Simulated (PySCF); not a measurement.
Species: C8H6N2.
SMILES: `N#C/C=C/C1=CC=CC=N1`

The closed-shell SCF was solved with PySCF and density fitting under several settings on one GFN2-xTB geometry (grid level 2 and gas phase unless stated).

```json
{"settings": "B3LYP/3-21G, energy threshold 1e-08 Eh", "basis functions": "102", "SCF cycles": "10", "E (Eh)": "-415.6278", "HOMO (eV)": "-6.88", "LUMO (eV)": "-2.08", "dipole (D)": "5.88"}
{"settings": "PBE0/6-31G-J", "basis functions": "144", "SCF cycles": "15", "E (Eh)": "-417.3877", "HOMO (eV)": "-7.22", "LUMO (eV)": "-2.12", "dipole (D)": "6.39"}
{"settings": "B3LYP/pcSseg-1, IEF-PCM dichloromethane, damping 0.1 at the start, DIIS from the seventh cycle", "basis functions": "200", "SCF cycles": "21", "E (Eh)": "-417.9062", "HOMO (eV)": "-7.05", "LUMO (eV)": "-2.46", "dipole (D)": "8.24"}
```

Q: Estimate the row for these settings: OLYP/pcSseg-1.

A: 
```csv
settings,basis functions,SCF cycles,E (Eh),HOMO (eV),LUMO (eV),dipole (D)
OLYP/pcSseg-1,200,16,-417.7480,-6.23,-2.97,6.05
```

Q: Over all rows, what range does the HOMO–LUMO gap span?

A: From 3.26 eV (OLYP/pcSseg-1) to 5.10 eV (PBE0/6-31G-J). The functional of the narrowest has no exact exchange, that of the widest 25 % exact exchange.

Q: And the dipole moment?

A: From 5.88 D (B3LYP/3-21G, energy threshold 1e-08 Eh) to 8.24 D (B3LYP/pcSseg-1, IEF-PCM dichloromethane, damping 0.1 at the start, DIIS from the seventh cycle); the largest is 1.40 times the smallest, and the median is 6.22 D.

Whole jobs, the steps after the SCF included, on an Arm Neoverse V1 with one thread, no GPU, on a shared host:

| settings | work after the SCF | wall time | peak memory |
| --- | --- | --- | --- |
| B3LYP/3-21G, energy threshold 1e-08 Eh | 12 singlets by full TDDFT, polarisability, density and orbital grids written | 21 s | 0.61 GiB |
| PBE0/6-31G-J | shieldings, ring-centre shieldings, charges and field gradients | 21 s | 0.77 GiB |
| B3LYP/pcSseg-1, IEF-PCM dichloromethane, damping 0.1 at the start, DIIS from the seventh cycle | shieldings, ring-centre shieldings, charges and field gradients | 44 s | 1.1 GiB |
| OLYP/pcSseg-1 | shieldings, ring-centre shieldings, charges and field gradients, density and orbital grids written | 53 s | 0.72 GiB |

Cycle counts include a coarse-grid stage where the run had one. The species at its GFN2-xTB geometry (one conformer only).

Shape of the structure used: `[N:1]#[C:2]/[CH:3]=[CH:4]/[c:5]1[cH:6][cH:7][cH:8][cH:9][n:10]1`: C3–C4–C5–C6 180°.
